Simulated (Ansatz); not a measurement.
A search over several starts for the lowest SCF solution of CuN₂H₄⁺, that is Cu(NH2)2 with one electron fewer at the given spin, in a small basis.

```yaml
crystal:
  periodic: [false, false, false]
  atoms:
    - {symbol: Cu, position_ang: [0.001729, 0.000652, 0.000004]}
    - {symbol: N, position_ang: [0.004788, -0.022554, 1.772077]}
    - {symbol: H, position_ang: [0.639381, 0.494153, 2.366159]}
    - {symbol: H, position_ang: [-0.629023, -0.554449, 2.353512]}
    - {symbol: N, position_ang: [-0.004049, 0.022591, -1.772076]}
    - {symbol: H, position_ang: [0.627693, 0.554241, -2.355912]}
    - {symbol: H, position_ang: [-0.640520, -0.494623, -2.363754]}
basis:
  gaussian: {orbitals: def2-SVP}
total_charge: 1
magnetization: {spin_polarized: true, initial_magnetization: 2}
hamiltonian: {xc: pbe0, dispersion: d4}
output: {orbitals: {seedname: orbitals}}
```

```sh
$ ansatz run in.yaml --threads 4 --pin off --events-out ev --progress --plain --max-ram 3916MiB
```

Output, abridged:

```
Functional definition: PBE0
840 factors; integrals over basis functions are off by at most 7.7e-4 eV
mean field evaluation 1: about -47641.5098 eV, gradient 7.0e1 eV
mean field evaluation 2: about -46847.1689 eV, gradient 3.2e2 eV
mean field evaluation 4: about -47657.3904 eV, gradient 2.0e1 eV
mean field evaluation 8: about -47658.9167 eV, gradient 4.1e-1 eV
mean field evaluation 16: about -47658.9172 eV, gradient 5.7e-5 eV
mean field -47658.91722451 eV, -1751.4329036262 hartree, gradient 5.8e-5 eV, S^2 2.007625; 2 other end points of the search recorded, 0 dependent functions left out
reference -47658.91726856 eV, -1751.4329052453 hartree; 24, 22 occupied and 55, 57 virtual orbitals, 840 factors
Total energy: -47658.98219182 eV, -1751.4352911309 hartree
```

It took 0.8 s on 4 threads of Intel Xeon 6975P-C on a shared host.
